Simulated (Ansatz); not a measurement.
Relaxation of FGeH₃O₂ (7 atoms, charge 0, multiplicity 1), to a largest force component of 0.02 eV/Å in at most 40 steps.

Method: RKS B3LYP-D4/def2-SVP (Ansatz).

```xyz
7
Properties=species:S:1:pos:R:3
Ge 0.000 0.000 0.000
F 0.000 0.000 1.680
O 1.669 0.000 -0.589
H 1.986 -0.952 -0.706
H -0.730 1.265 -0.516
O -0.834 -1.444 -0.589
H -1.288 -1.910 0.183
```

Task: Where does it end, and by what steps?

Result: It converged. After 6 steps the energy has fallen by 0.192 eV; H4 moved furthest, 0.10 Å.

| step | energy less start (eV) | largest force component (eV/Å) | accepted |
| --- | --- | --- | --- |
| 0 | 0.0000 | 2.614 | yes |
| 1 | -0.1586 | 1.172 | yes |
| 2 | -0.1870 | 0.190 | yes |
| 3 | -0.1892 | 0.076 | yes |
| 4 | -0.1906 | 0.155 | yes |
| 5 | -0.1913 | 0.098 | yes |
| 6 | -0.1917 | 0.018 | yes |

```xyz
7
Properties=species:S:1:pos:R:3
Ge -0.018 0.006 -0.056
F -0.010 -0.056 1.689
O 1.628 -0.016 -0.671
H 2.029 -0.896 -0.642
H -0.682 1.304 -0.502
O -0.823 -1.492 -0.541
H -1.322 -1.892 0.185
```

Whether the end is a true minimum wasn't checked by a vibrational analysis.

Time of the run: 14 s on 2 threads of Arm Neoverse V1, on a shared host, peak memory 0.18 GiB.
